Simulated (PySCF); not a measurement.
A structure optimised at B3LYP-D3(BJ)/def2-TZVPD, used in a PySCF frequency run:

```
Be
Cl 1 1.7251
```
Charge +1, spin multiplicity 1.

Write its SMILES, formula and point group.

[Be+][Cl], BeCl, C∞v

What are its rotational constants (standard atomic weights)?

23.634 GHz (linear rotor, B only)
